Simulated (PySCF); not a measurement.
C3H7ClOSi, SMILES C=C(Cl)[Si@@H](C)O. Atoms are numbered in the order given.

```xyz
13

C      1.6426    -0.1194     1.2479
C      0.8747    -0.0703     0.1588
Cl     1.4648    -0.6610    -1.3814
Si    -0.8933     0.5702     0.0862
C     -2.0387    -0.8347    -0.3272
O     -1.3066     1.1710     1.5915
H      1.2365     0.2476     2.1958
H      2.6618    -0.5189     1.2347
H     -0.9356     1.6512    -0.9429
H     -3.0705    -0.4838    -0.4827
H     -1.6951    -1.3384    -1.2444
H     -2.0392    -1.5712     0.4917
H     -0.9729     2.0449     1.8167
```

Geometry optimised at ωB97X-D3(BJ)/def2-SVP. The structure was generated by enumeration; whether it is a known compound was not checked. Other conformers were not sampled.

The numbers are results of PBE/def2-TZVP in PySCF, not measurements.

Atomic charges (e):

```csv
atom,meta-Löwdin,Mulliken
C1,-0.26,-0.30
C2,-0.23,0.03
Cl3,?,-0.12
Si4,?,0.39
C5,?,-0.46
O6,-0.73,-0.49
H7,?,0.13
H8,?,0.13
H9,-0.12,-0.05
H10,?,0.14
H11,?,0.14
H12,?,0.14
H13,0.35,0.31
```

Task: Fill in the missing entries. (The exact figures need the calculation; the answer reports its results.)

Result: 
- Cl3, meta-Löwdin: -0.06
- Si4, meta-Löwdin: 0.96
- C5, meta-Löwdin: -0.61
- H7, meta-Löwdin: 0.14
- H8, meta-Löwdin: 0.13
- H10, meta-Löwdin: 0.14
- H11, meta-Löwdin: 0.14
- H12, meta-Löwdin: 0.14

Computed Mayer and Wiberg (Löwdin basis) orders of the bonds:
| bond | Mayer | Wiberg |
|---|---|---|
| C1–C2 | 1.85 | 2.16 |
| C2–Cl3 | 0.99 | 1.65 |
| C2–Si4 | 0.90 | 1.03 |
| Si4–C5 | 1.02 | 1.22 |
| Si4–O6 | 1.21 | 1.64 |
| C1–H7 | 0.93 | 0.87 |
| C1–H8 | 0.94 | 0.88 |
| Si4–H9 | 0.92 | 0.88 |
| C5–H10 | 0.94 | 0.90 |
| C5–H11 | 0.94 | 0.89 |
| C5–H12 | 0.94 | 0.89 |
| O6–H13 | 0.89 | 1.02 |
